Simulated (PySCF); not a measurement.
C3H4N2O. Atoms are numbered in the order given.

```xyz
10

C     -0.9151    -0.9441    -0.0202
N     -1.3820     0.2239    -0.2613
C     -0.4495     1.2628    -0.1034
N      0.8101     1.1361     0.0550
C      1.3308    -0.1957     0.0315
O      0.3454    -1.2459     0.2821
H     -1.5642    -1.8302    -0.0097
H     -0.8819     2.2719    -0.1062
H      2.0966    -0.3289     0.8094
H      1.7931    -0.4036    -0.9531
```
Charge 0, spin multiplicity 1.

Geometry optimised at B3LYP-D3(BJ)/def2-SVP. Other conformers were not sampled.

Calculation: PySCF with PBE/pcSseg-1.

GIAO shieldings, no solvent; atoms listed in one row are averaged. δ = σ(ref) − σ: ¹³C against TMS (σ = 182.0 ppm); ¹⁵N against NH3 (σ = 267.0 ppm); ¹⁷O against H2O (σ = 334.3 ppm); ¹H against TMS (σ = 31.49 ppm), references at their B3LYP-D3(BJ)/def2-TZVP geometries, non-relativistic.

Computed chemical shifts:
```json
[
 {"nucleus": "¹³C", "atoms": "C1", "count": "1", "δ (ppm)": "164.0"},
 {"nucleus": "¹³C", "atoms": "C3", "count": "1", "δ (ppm)": "158.7"},
 {"nucleus": "¹³C", "atoms": "C5", "count": "1", "δ (ppm)": "87.6"},
 {"nucleus": "¹⁵N", "atoms": "N4", "count": "1", "δ (ppm)": "300.1"},
 {"nucleus": "¹⁵N", "atoms": "N2", "count": "1", "δ (ppm)": "266.3"},
 {"nucleus": "¹⁷O", "atoms": "O6", "count": "1", "δ (ppm)": "174.3"},
 {"nucleus": "¹H", "atoms": "H8", "count": "1", "δ (ppm)": "7.50"},
 {"nucleus": "¹H", "atoms": "H7", "count": "1", "δ (ppm)": "7.16"},
 {"nucleus": "¹H", "atoms": "H10", "count": "1", "δ (ppm)": "6.31"},
 {"nucleus": "¹H", "atoms": "H9", "count": "1", "δ (ppm)": "6.21"}
]
```
